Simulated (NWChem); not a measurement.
System: C3H6OSi; SMILES C[Si@H]1C=CO1

NWChem input:

```
start job
memory heap 200 mb stack 900 mb global 1100 mb
geometry units angstroms
  C      2.094805     0.399485    -0.088252
  Si     0.354206     0.095836     0.576482
  C     -1.142288     0.947607    -0.200052
  C     -1.457486    -0.257140    -0.675007
  O     -0.475707    -1.137876    -0.275113
  H      2.550903     1.245516     0.413666
  H      2.087809     0.601026    -1.155314
  H      2.723651    -0.468421     0.083897
  H      0.270768    -0.196721     2.001409
  H     -1.670382     1.874565    -0.291841
  H     -2.264107    -0.652392    -1.269204
end
basis spherical
  * library def2-svp
end
dft
  xc pbe0
  iterations 150
end
driver
  maxiter 120
end
task dft optimize
task dft freq
```

Parts of the log:

```
             Northwest Computational Chemistry Package (NWChem) 7.3.0
             --------------------------------------------------------

 C1  symmetry detected

                             Geometry "geometry" -> ""
                             -------------------------

 Output coordinates in angstroms (scale by  1.889725989 to convert to a.u.)

  No.       Tag          Charge          X              Y              Z
 ---- ---------------- ---------- -------------- -------------- --------------
    1 C                    6.0000     0.01202845    -2.02418116    -0.52287549
    2 Si                  14.0000     0.07828837    -0.43504666     0.49399227
    3 C                    6.0000     1.08057275     1.05293060    -0.09707700
    4 C                    6.0000    -0.09819248     1.62896895    -0.33168246
    5 O                    8.0000    -1.08300149     0.72159314    -0.00561275
    6 H                    1.0000     0.81853308    -2.69090834    -0.23872646
    7 H                    1.0000     0.09579223    -1.82400044    -1.58692452
    8 H                    1.0000    -0.92547836    -2.54447184    -0.35339982
    9 H                    1.0000    -0.04094447    -0.60924307     1.93566060
   10 H                    1.0000     2.06768305     1.45056266    -0.21565873
   11 H                    1.0000    -0.41406308     2.58965890    -0.70213116

 Effective nuclear repulsion energy (a.u.)     222.5861270371

                                Z-matrix (autoz)
                                --------

 Units are Angstrom for bonds and degrees for angles

      Type          Name      I     J     K     L     M      Value
      ----------- --------  ----- ----- ----- ----- ----- ----------
    1 Stretch                  1     2                       1.88779
    2 Stretch                  1     6                       1.08430
    3 Stretch                  1     7                       1.08595
    4 Stretch                  1     8                       1.08552
    5 Stretch                  2     3                       1.88892
    6 Stretch                  2     4                       2.23003
    7 Stretch                  2     5                       1.71348
    8 Stretch                  2     9                       1.45704
    9 Stretch                  3     4                       1.33280
   10 Stretch                  3    10                       1.07078
   11 Stretch                  4     5                       1.37822
   12 Stretch                  4    11                       1.07700
   13 Bend                     1     2     3               120.87639
   14 Bend                     1     2     4               125.23359
   15 Bend                     1     2     5               112.79198
   16 Bend                     1     2     9               115.43319
   17 Bend                     2     1     6               110.50850
   18 Bend                     2     1     7               111.71004
   19 Bend                     2     1     8               110.46843
   20 Bend                     2     3     4                85.77085
   21 Bend                     2     3    10               144.71946
   22 Bend                     2     4     3                57.64301
   23 Bend                     2     4     5                50.17819
   24 Bend                     2     4    11               167.46452
   25 Bend                     2     5     4                91.66858
   26 Bend                     3     2     4                36.58614
   27 Bend                     3     2     5                74.73020
   28 Bend                     3     2     9               116.56496
   29 Bend                     3     4     5               107.80486
   30 Bend                     3     4    11               134.86710
   31 Bend                     4     2     5                38.15322
   32 Bend                     4     2     9               118.06834
   33 Bend                     4     3    10               129.44468
   34 Bend                     5     2     9               108.28468
   35 Bend                     5     4    11               117.32740
   36 Bend                     6     1     7               108.22479
   37 Bend                     6     1     8               107.86357
   38 Bend                     7     1     8               107.93549
   39 Torsion                  1     2     3     4         108.79804
   40 Torsion                  1     2     3    10         -74.36184
   41 Torsion                  1     2     4     3         -95.88890
   42 Torsion                  1     2     4     5          82.45288
   43 Torsion                  1     2     4    11          87.46377
   44 Torsion                  1     2     5     4        -118.56061
   45 Torsion                  2     3     4     5          -1.33758
   46 Torsion                  2     3     4    11         178.97382
   47 Torsion                  2     4     3    10        -177.63716
   48 Torsion                  2     5     4     3           1.47117
   49 Torsion                  2     5     4    11        -178.77726
   50 Torsion                  3     2     1     6          89.42350
   51 Torsion                  3     2     1     7         -31.12930
   52 Torsion                  3     2     1     8        -151.28864
   53 Torsion                  3     2     4     5         178.34179
   54 Torsion                  3     2     4    11        -176.64733
   55 Torsion                  3     2     5     4          -1.02443
   56 Torsion                  3     4     2     5        -178.34179
   57 Torsion                  3     4     2     9          97.58258
   58 Torsion                  4     2     1     6         133.11584
   59 Torsion                  4     2     1     7          12.56304
   60 Torsion                  4     2     1     8        -107.59629
   61 Torsion                  4     2     3    10         176.84013
   62 Torsion                  4     3     2     5           1.06179
   63 Torsion                  4     3     2     9        -102.06496
   64 Torsion                  4     5     2     9         112.43022
   65 Torsion                  5     2     1     6         174.74326
   66 Torsion                  5     2     1     7          54.19046
   67 Torsion                  5     2     1     8         -65.96888
   68 Torsion                  5     2     3    10         177.90192
   69 Torsion                  5     2     4    11           5.01089
   70 Torsion                  5     4     2     9         -84.07564
   71 Torsion                  5     4     3    10        -178.97474
   72 Torsion                  6     1     2     9         -60.04124
   73 Torsion                  7     1     2     9         179.40596
   74 Torsion                  8     1     2     9          59.24662
   75 Torsion                  9     2     3    10          74.77516
   76 Torsion                  9     2     4    11         -79.06475
   77 Torsion                 10     3     4    11           1.33665

                           NWChem Geometry Optimization
                           ----------------------------

 maximum gradient threshold         (gmax) =   0.000450
 rms gradient threshold             (grms) =   0.000300
 maximum cartesian step threshold   (xmax) =   0.001800
 rms cartesian step threshold       (xrms) =   0.001200
 fixed trust radius                (trust) =   0.300000
 source of zmatrix                         =   autoz

          -------------------
          Energy Minimization
          -------------------

 Using diagonal initial Hessian
 Scaling for Hessian diagonals: bonds = 1.00  angles = 0.25  torsions = 0.10

          --------
          Step   0

                                 NWChem DFT Module
                                 -----------------

 Summary of "ao basis" -> "ao basis" (spherical)
 ------------------------------------------------------------------------------
       Tag                 Description            Shells   Functions and Types
 ---------------- ------------------------------  ------  ---------------------
 C                          def2-svp                 6       14   3s2p1d
 Si                         def2-svp                 8       18   4s3p1d
 O                          def2-svp                 6       14   3s2p1d
 H                          def2-svp                 3        5   2s1p

            General Information
            -------------------
          SCF calculation type: DFT
          Wavefunction type:  closed shell.
          No. of atoms     :    11
          No. of electrons :    46
           Alpha electrons :    23
            Beta electrons :    23
          Charge           :     0
          Spin multiplicity:     1
          Use of symmetry is: off; symmetry adaption is: off
          Maximum number of iterations: 150
          AO basis - number of functions:   104
                     number of shells:    50
          Convergence on energy requested:  1.00D-06
          Convergence on density requested:  1.00D-05
          Convergence on gradient requested:  5.00D-04

              XC Information
              --------------
                         PBE0 Method XC Functional
                     Hartree-Fock (Exact) Exchange  0.250
          PerdewBurkeErnzerhof Exchange Functional  0.750
            Perdew 1991 LDA Correlation Functional  1.000 local
           PerdewBurkeErnz. Correlation Functional  1.000 non-local

             Grid Information
             ----------------
          Grid used for XC integration:  medium
          Radial quadrature: Mura-Knowles
          Angular quadrature: Lebedev.
          Tag              B.-S. Rad. Rad. Pts. Rad. Cut. Ang. Pts.
          ---              ---------- --------- --------- ---------
          C                   0.70       49          12.0       434
          Si                  1.10       88          10.0       590
          O                   0.60       49          10.0       434
          H                   0.35       45          13.0       434
          Grid pruning is: on
          Number of quadrature shells:   554
          Spatial weights used:  Erf1

      Superposition of Atomic Density Guess
      -------------------------------------

 Sum of atomic energies:        -479.29980384

      Non-variational initial energy
      ------------------------------

 Total energy =    -482.190942
 1-e energy   =   -1099.690945
 2-e energy   =     394.913876
 HOMO         =      -0.293367
 LUMO         =       0.020507

   convergence    iter        energy       DeltaE   RMS-Dens  Diis-err
 ---------------- ----- ----------------- --------- --------- ---------
 d= 0,ls=0.0,diis     1   -481.9781568669 -7.05D+02  1.10D-02  6.11D-01
 d= 0,ls=0.0,diis     2   -481.9654612631  1.27D-02  6.12D-03  8.71D-01
 d= 0,ls=0.0,diis     3   -482.0489511836 -8.35D-02  1.44D-03  3.48D-02
 d= 0,ls=0.0,diis     4   -482.0512048253 -2.25D-03  7.12D-04  8.29D-03
 d= 0,ls=0.0,diis     5   -482.0521769505 -9.72D-04  2.06D-04  6.54D-04
  Resetting Diis
 d= 0,ls=0.0,diis     6   -482.0522608275 -8.39D-05  4.25D-05  2.55D-05
 d= 0,ls=0.0,diis     7   -482.0522643196 -3.49D-06  1.41D-05  1.06D-06
 d= 0,ls=0.0,diis     8   -482.0522643074  1.22D-08  7.46D-06  1.14D-06

         Total DFT energy =     -482.052264307420
      One electron energy =    -1104.157749322366
           Coulomb energy =      447.231765624463
    Exchange-Corr. energy =      -47.712407646665
 Nuclear repulsion energy =      222.586127037149

 Numeric. integr. density =       46.000003804311

[...]

      ----------------------
      Optimization converged
      ----------------------

  Step       Energy      Delta E   Gmax     Grms     Xrms     Xmax
  ---- ---------------- -------- -------- -------- -------- --------
@   20    -482.05803436 -1.2D-07  0.00004  0.00001  0.00046  0.00123
                                     ok       ok       ok       ok

                                Z-matrix (autoz)
                                --------

 Units are Angstrom for bonds and degrees for angles

[...]

 Rotational Constants
 --------------------
 A=   0.284627 cm-1  (  0.409505 K)
 B=   0.114147 cm-1  (  0.164229 K)
 C=   0.098356 cm-1  (  0.141509 K)

 Temperature                      =   298.15K
 frequency scaling parameter      =   1.0000

 Zero-Point correction to Energy  =   51.337 kcal/mol  (  0.081810 au)
 Thermal correction to Energy     =   55.103 kcal/mol  (  0.087813 au)
 Thermal correction to Enthalpy   =   55.695 kcal/mol  (  0.088756 au)

 Total Entropy                    =   76.001 cal/mol-K
   - Translational                =   39.251 cal/mol-K (mol. weight =  86.0188)
   - Rotational                   =   25.715 cal/mol-K (symmetry #  =        1)
   - Vibrational                  =   11.034 cal/mol-K

 Cv (constant volume heat capacity) =   21.416 cal/mol-K
   - Translational                  =    2.979 cal/mol-K
   - Rotational                     =    2.979 cal/mol-K
   - Vibrational                    =   15.457 cal/mol-K

[normal modes left out]

 ----------------------------------------------------------------------------
 Normal Eigenvalue ||           Projected Infra Red Intensities
  Mode   [cm**-1]  || [atomic units] [(debye/angs)**2] [(KM/mol)] [arbitrary]
 ------ ---------- || -------------- ----------------- ---------- -----------
    1       -0.000 ||    0.000207           0.005         0.202       0.069
    2       -0.000 ||    0.000269           0.006         0.262       0.090
    3       -0.000 ||    0.000015           0.000         0.014       0.005
    4       -0.000 ||    0.000215           0.005         0.209       0.072
    5        0.000 ||    0.000617           0.014         0.601       0.206
    6        0.000 ||    0.000439           0.010         0.428       0.147
    7      150.879 ||    0.000233           0.005         0.227       0.078
    8      166.941 ||    0.000675           0.016         0.658       0.226
    9      200.119 ||    0.001442           0.033         1.406       0.482
   10      401.274 ||    0.039742           0.917        38.742      13.275
   11      579.707 ||    0.022041           0.509        21.487       7.362
   12      648.278 ||    0.020256           0.467        19.746       6.766
   13      678.436 ||    0.005480           0.126         5.343       1.831
   14      710.942 ||    0.029010           0.669        28.281       9.690
   15      737.121 ||    0.045885           1.059        44.731      15.327
   16      771.984 ||    0.071409           1.647        69.613      23.853
   17      778.377 ||    0.046645           1.076        45.471      15.581
   18      885.982 ||    0.001693           0.039         1.650       0.565
   19      912.464 ||    0.178381           4.115       173.895      59.586
   20      973.762 ||    0.010194           0.235         9.938       3.405
   21     1048.697 ||    0.063551           1.466        61.953      21.228
   22     1158.242 ||    0.133621           3.083       130.260      44.634
   23     1263.586 ||    0.037740           0.871        36.790      12.606
   24     1301.676 ||    0.017874           0.412        17.424       5.971
   25     1420.242 ||    0.003796           0.088         3.701       1.268
   26     1422.409 ||    0.007010           0.162         6.833       2.341
   27     1590.383 ||    0.084984           1.961        82.846      28.388
   28     2249.772 ||    0.140607           3.244       137.070      46.968
   29     3059.460 ||    0.000497           0.011         0.484       0.166
   30     3161.108 ||    0.000917           0.021         0.894       0.306
   31     3175.927 ||    0.020433           0.471        19.919       6.825
   32     3178.975 ||    0.000470           0.011         0.458       0.157
   33     3300.838 ||    0.001572           0.036         1.532       0.525
 ----------------------------------------------------------------------------
```

Level: PBE0/def2-SVP.
